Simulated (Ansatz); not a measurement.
Reaction (formal loss of a carbene): `O[CH2][Ga]([F])[Cl]` → `[CH2]` (triplet) + `[OH][Ga]([F])[Cl]`

Isolated molecules relaxed with PBE0-D4/def2-TZVP in Ansatz; ΔE leaves out vibrations. CCSD(T)/CBS is the MP2 limit (def2-TZVPP, def2-QZVPP) plus CCSD(T) − MP2 in def2-TZVPP, frozen cores. This one scheme is used for every species. DFT in def2-TZVPP. HSE06 is defined as in plane-wave codes. Triplets are unrestricted, without spin–orbit coupling. For Ga outer-core shells are correlated without core-valence functions, which leaves a few kJ/mol of doubt a bond. Scalar relativity is left out up to krypton. Each species was taken in one conformer, which may not be the lowest.

CCSD(T)/CBS gives +74.7 kcal/mol.

Task: Another level gave +70.4 kcal/mol. Which?
A. revPBE/def2-TZVPP
B. BLYP/def2-TZVPP
C. HSE06/def2-TZVPP
D. r2SCAN-D4/def2-TZVPP

Result: D. r2SCAN-D4 70.4, revPBE 72.9, HSE06 75.4, BLYP 73.9 kcal/mol.

Largest T1 diagnostic among the species: 0.014.

From PBE to PBE0 (25 % exact exchange), in def2-TZVPP and without D4, ΔE moves by −3.6 kcal/mol. Leaving LDA and LC-ωPBE aside and taking each functional with its dispersion term where it has one, the values, not all of them listed here, spread over 11.6 kcal/mol, from r2SCAN0-D4 to PBE-D4. LDA lies +17.4 kcal/mol from PBE without D4. In def2-TZVPP, CCSD(T) changes the Hartree–Fock value by +33.1 kcal/mol (the triples alone add +2.8 kcal/mol) and MP2 by +34.4 kcal/mol.
